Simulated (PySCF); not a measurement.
Bonds (- single, = double, # triple, : aromatic): C1-S2, S2-C3, C3:C4, C4:C5, C5:C6, C6:C7, C7-C8, C7:C9, C9:C3. C1 carries H10, H11, H12; C4 carries H13; C5 carries H14; C6 carries H15; C8 carries H16, H17, H18; C9 carries H19.

Calculated, not measured (PySCF): NMR shieldings at PBE0/pcSseg-1/GIAO, geometry from PBE0-D3(BJ)/def2-SVP. Averaged over atoms made equivalent by symmetry, fast rotation or ring inversion, no relativistic terms, no solvent model, one computed conformer.

Chemical shifts δ = σref − σ; 13C (σref 184.41) and 1H (σref 31.27) against TMS; 33S (σref 495.66) vs CS2, all at this level.

```csv
atoms,nucleus,count,Hirshfeld charge,δ (ppm)
C3,13C,1,-0.02,147.5
H13,1H,1,0.04,6.58
C8,13C,1,-0.11,?
S2,33S,1,0.02,-1
H10/H11/H12,1H,3,0.05,?
H15,1H,1,0.05,6.96
H14,1H,1,0.05,7.32
C1,13C,1,-0.12,?
C4,13C,1,-0.07,121.8
C7,13C,1,0.01,143.0
H19,1H,1,0.04,7.07
C9,13C,1,-0.07,131.3
C6,13C,1,-0.06,?
C5,13C,1,-0.05,?
H16/H17/H18,1H,3,0.05,2.33
```

Complete the table.

## Answers


- C5: 134.3 ppm, aromatic CH; the aromatic region
- C6: 129.1 ppm, aromatic CH; the aromatic region
- C8: 23.3 ppm, methyl carbon on an aromatic ring; a saturated carbon with 1 carbon neighbour and no heteroatom attached
- C1: 16.7 ppm, methyl carbon bonded to S
- H10/H11/H12: 2.23 ppm, hydrogen on a methyl carbon bonded to S

Shifts are as computed. Against solution values, carbons near 30 ppm lie about +2 ppm off and those near 130 ppm about +5 ppm; carbons on S a further +3 ppm. Of 1211 compounds with measured shifts, 218 miss one by over three times the rms of a fit or turn the order of signals round; such compounds aren't used in these exercises.
